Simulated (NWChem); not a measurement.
Program: NWChem. System: H₂Ga (+1), charge 1, spin multiplicity 1, at a geometry optimised with B3LYP/def2-SVP. The structure started from a generated list of species. Level: TD-LDA (SVWN5)/def2-SVPD.

NWChem printed:

```
             Northwest Computational Chemistry Package (NWChem) 7.3.0
             --------------------------------------------------------

                                NWChem Input Module
                                -------------------

 Scaling coordinates for geometry "geometry" by  1.889725989
 (inverse scale =  0.529177249)

 Turning off AUTOSYM since
 SYMMETRY directive was detected!

                             Geometry "geometry" -> ""
                             -------------------------

 Output coordinates in angstroms (scale by  1.889725989 to convert to a.u.)

  No.       Tag          Charge          X              Y              Z
 ---- ---------------- ---------- -------------- -------------- --------------
    1 Ga                  31.0000     0.00000000     0.00000000     0.00000000
    2 H                    1.0000     0.00000000     0.00000000     1.53592100
    3 H                    1.0000     0.00000000     0.00000000    -1.53592100

 Effective nuclear repulsion energy (a.u.)      21.5333848958

            Nuclear Dipole moment (a.u.)
            ----------------------------
        X                 Y               Z
 ---------------- ---------------- ----------------
     0.0000000000     0.0000000000     0.0000000000

      Symmetry information
      --------------------

 Group name             D2h
 Group number             26
 Group order               8
 No. of unique centers     2

      Symmetry unique atoms

     1    2


 Summary of "ao basis" -> "" (spherical)
 ------------------------------------------------------------------------------
       Tag                 Description            Shells   Functions and Types
 ---------------- ------------------------------  ------  ---------------------
 *                         def2-svpd                  on all atoms

                                 NWChem DFT Module
                                 -----------------

 Summary of "ao basis" -> "ao basis" (spherical)
 ------------------------------------------------------------------------------
       Tag                 Description            Shells   Functions and Types
 ---------------- ------------------------------  ------  ---------------------
 Ga                        def2-svpd                14       38   6s4p4d
 H                         def2-svpd                 4        8   2s2p

 Summary of "ao basis" -> "ao basis" (spherical)
 ------------------------------------------------------------------------------
[...]
            d_CD2 =  -1.9561 Angstrom
            d_CD3 =   2.7583 Angstrom
     Pearson C.C. =   0.0419

     Occ.   15  ag  ---  Virt.   25  b1u  0.05267 X
     Occ.   16  b1u ---  Virt.   19  ag  -0.97191 X
     Occ.   16  b1u ---  Virt.   19  ag   0.14192 Y
     Occ.   16  b1u ---  Virt.   20  ag   0.20357 X
     Occ.   16  b1u ---  Virt.   27  ag   0.16061 X
  ----------------------------------------------------------------------------
  Root   4 singlet b3u            0.376436548 a.u.               10.2434 eV
  ----------------------------------------------------------------------------
     Transition Moments    X  0.88822   Y  0.48650   Z  0.00000
     Transition Moments   XX -0.00000  XY  0.00000  XZ  0.00000
     Transition Moments   YY  0.00000  YZ  0.00000  ZZ  0.00000
     Dipole Oscillator Strength                    0.2573842076
     Electric Quadrupole                           0.0000000000
     Magnetic Dipole                               0.0000000000
     Total Oscillator Strength                     0.2573842076

          sigma_e =   1.8442 Angstrom
          sigma_h =   1.3863 Angstrom
         |d_h->e| =   0.0000 Angstrom
            d_exc =   2.5204 Angstrom
            d_CD1 =   0.4579 Angstrom
            d_CD2 =  -1.6153 Angstrom
            d_CD3 =   2.5204 Angstrom
     Pearson C.C. =  -0.2014

     Occ.   15  ag  ---  Virt.   17  b3u -0.83724 X
     Occ.   15  ag  ---  Virt.   17  b3u  0.05617 Y
     Occ.   15  ag  ---  Virt.   18  b2u -0.45858 X
     Occ.   15  ag  ---  Virt.   29  b3u -0.07240 X
     Occ.   16  b1u ---  Virt.   21  b2g -0.24678 X
     Occ.   16  b1u ---  Virt.   22  b3g  0.13517 X
     Occ.   16  b1u ---  Virt.   33  b2g  0.06367 X
  ----------------------------------------------------------------------------
  Root   5 singlet b2u            0.376436548 a.u.               10.2434 eV
  ----------------------------------------------------------------------------
     Transition Moments    X  0.48650   Y -0.88822   Z  0.00000
     Transition Moments   XX -0.00000  XY  0.00000  XZ  0.00000
     Transition Moments   YY -0.00000  YZ -0.00000  ZZ  0.00000
     Dipole Oscillator Strength                    0.2573842076
     Electric Quadrupole                           0.0000000000
     Magnetic Dipole                               0.0000000000
     Total Oscillator Strength                     0.2573842076

          sigma_e =   1.8442 Angstrom
          sigma_h =   1.3863 Angstrom
         |d_h->e| =   0.0000 Angstrom
            d_exc =   2.5204 Angstrom
            d_CD1 =   0.4579 Angstrom
            d_CD2 =  -1.6153 Angstrom
            d_CD3 =   2.5204 Angstrom
     Pearson C.C. =  -0.2014

     Occ.   15  ag  ---  Virt.   17  b3u -0.45858 X
     Occ.   15  ag  ---  Virt.   18  b2u  0.83724 X
     Occ.   15  ag  ---  Virt.   18  b2u -0.05617 Y
     Occ.   15  ag  ---  Virt.   28  b2u  0.07240 X
     Occ.   16  b1u ---  Virt.   21  b2g -0.13517 X
     Occ.   16  b1u ---  Virt.   22  b3g -0.24678 X
     Occ.   16  b1u ---  Virt.   34  b3g  0.06367 X
  ----------------------------------------------------------------------------
  Root   6 singlet ag             0.421002053 a.u.               11.4561 eV
  ----------------------------------------------------------------------------
     Transition Moments    X  0.00000   Y -0.00000   Z  0.00000
     Transition Moments   XX  0.75987  XY -0.00000  XZ -0.00000
     Transition Moments   YY  0.75987  YZ  0.00000  ZZ -3.78886
     Dipole Oscillator Strength                    0.0000000000
     Electric Quadrupole                           0.0000027406
     Magnetic Dipole                               0.0000000000
     Total Oscillator Strength                     0.0000027406

          sigma_e =   1.9662 Angstrom
          sigma_h =   1.3713 Angstrom
         |d_h->e| =   0.0000 Angstrom
            d_exc =   2.5915 Angstrom
            d_CD1 =   0.5948 Angstrom
            d_CD2 =  -1.6687 Angstrom
            d_CD3 =   2.5915 Angstrom
     Pearson C.C. =  -0.1798

     Occ.   15  ag  ---  Virt.   19  ag  -0.97427 X
     Occ.   15  ag  ---  Virt.   27  ag   0.06317 X
     Occ.   16  b1u ---  Virt.   26  b1u  0.20912 X

              Target root =      1
          Target symmetry = none
      Ground state energy =  -1922.430509804662
        Excitation energy =      0.226169142610
     Excited state energy =  -1922.204340662051

  stored tddft:energy   -1922.2043406620514

 Task  times  cpu:       16.3s     wall:       16.3s

 Total times  cpu:       16.3s     wall:       16.3s
```

### Question
Write an NWChem input that would produce this output.

### Answer
This is not unique; one that fits is 
```
start mol
memory heap 200 mb stack 900 mb global 1100 mb
charge 1
geometry units angstroms nocenter noautoz
  Ga     0.000000     0.000000     0.000000
  H      0.000000     0.000000     1.535921
  H      0.000000     0.000000    -1.535921
  symmetry group D2h
end
basis spherical
  * library def2-svpd
end
dft
  xc slater vwn_5
  semidirect memsize 60000000 filesize 0
  iterations 100
end
tddft
  rpa
  nroots 6
  notriplet
  thresh 1e-4
end
task tddft energy
```
